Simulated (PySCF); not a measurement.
CH₈FNSi₂, SMILES CN([SiH3])[SiH2]F. Heavy atoms are numbered as in [SiH3:1][N:2]([CH3:3])[SiH2:4][F:5]. Hydrogens are named by the atom that carries them.

Geometry optimised at B3LYP-D3(BJ)/def2-SVP. The structure was generated by enumeration, and PubChem lists no compound with its InChIKey, so it may never have been made. Other conformers were not sampled.

The numbers are results of PySCF with r2SCAN/def2-TZVP, not measurements.

ESP charges are fitted to the potential on shells at 1.4 to 2.0 van der Waals radii. Atomic charges (e), one atom of each kind:

```csv
atom,ESP fit,Löwdin,IAO,Mulliken
Si1 (SiH3),0.20,0.22,0.75,0.26
N2,___,-0.12,-0.78,-0.32
C3 (CH3),___,-0.33,-0.31,-0.27
Si4 (SiH2),___,0.12,1.17,0.54
F5,-0.26,-0.03,-0.55,-0.34
H on Si1,___,-0.04,-0.14,-0.05
H on C3,0.17,0.12,0.15,0.12
H on Si4,-0.08,-0.05,-0.16,-0.06
```

**Question.** Some entries are withheld; supply them. (Estimate from the structure and the level; the computed values follow.)

**Answer.** 
- N2, ESP fit: -0.14
- C3 (CH3), ESP fit: -0.48
- Si4 (SiH2), ESP fit: 0.47
- H on Si1, ESP fit: -0.06

**Question.** Give the Mayer and Wiberg (Löwdin basis) orders of the bonds. (Estimate from the structure and the level; the computed values follow.)

**Answer.** 
```tsv
bond	Mayer	Wiberg
Si1–N2	1.10	1.29
N2–C3	0.92	1.32
N2–Si4	1.19	1.37
Si4–F5	1.08	1.69
```
